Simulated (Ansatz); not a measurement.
Consider the hydrogenolysis of the In–Cl bond: `[SiH3][O][In]([Cl])[O][SiH3]` + H₂ → `[SiH3][O][InH][O][SiH3]` + HCl.

Computed with Ansatz on PBE0-D4/def2-TZVP structures; ΔE is electronic, products minus reactants. CCSD(T)/CBS adds triple-zeta CCSD(T) − MP2 to the extrapolated MP2 energy (def2 sets, frozen cores). This one scheme is used for every species. Functionals use def2-TZVPP. B3LYP here is the variant with VWN-RPA as its local correlation; programs differ in this. Elements past krypton have def2 core potentials. For In outer-core shells are correlated without core-valence functions, which leaves a few kJ/mol of doubt a bond. Each species was taken in one conformer, which may not be the lowest.

`[SiH3][O][In]([Cl])[O][SiH3]`:

Z-matrix (Å, degrees):
```
Si
O 1 1.637
H 1 1.485 2 108.3
H 1 1.490 2 111.2 3 119.9
H 1 1.490 2 111.0 3 -119.8
In 2 1.956 1 136.2 3 -175.0
O 6 1.950 2 116.8 1 -179.9
Cl 6 2.290 2 122.0 1 0.1
Si 7 1.638 6 134.9 2 0.2
H 9 1.489 7 111.1 6 -60.0
H 9 1.489 7 111.1 6 60.5
H 9 1.485 7 108.1 6 -179.8
```

H₂:

Z-matrix (Å, degrees):
```
H
H 1 0.746
```

`[SiH3][O][InH][O][SiH3]`:

Z-matrix (Å, degrees):
```
Si
O 1 1.629
H 1 1.492 2 111.6
H 1 1.489 2 111.2 3 -120.6
H 1 1.488 2 109.1 3 119.6
In 2 1.969 1 139.7 3 31.5
O 6 1.969 2 110.2 1 7.5
H 6 1.681 2 124.9 1 -172.5
Si 7 1.629 6 139.6 2 7.3
H 9 1.489 7 111.2 6 -89.1
H 9 1.492 7 111.6 6 31.5
H 9 1.488 7 109.1 6 151.2
```

HCl:

Z-matrix (Å, degrees):
```
Cl
H 1 1.279
```

```csv
species,B3LYP-D4 energy (Eh)
`[SiH3][O][In]([Cl])[O][SiH3]`,-1383.78085
H₂,-1.18011
`[SiH3][O][InH][O][SiH3]`,-924.09776
HCl,-460.83661
```

(1) Work out ΔE.

Largest T1 diagnostic among the species: 0.015.

Results:

(1) ΔE = (-924.09776) + (-460.83661) − (-1383.78085) − (-1.18011) = 0.02659 Eh = +16.7 kcal/mol. CCSD(T)/CBS gives +18.1 kcal/mol.

Leaving LDA and LC-ωPBE aside and taking each functional with its dispersion term where it has one, the values, not all of them listed here, spread over 2.1 kcal/mol, from CAM-B3LYP-D4 to r2SCAN-D4. LDA lies −3.9 kcal/mol from PBE without D4.
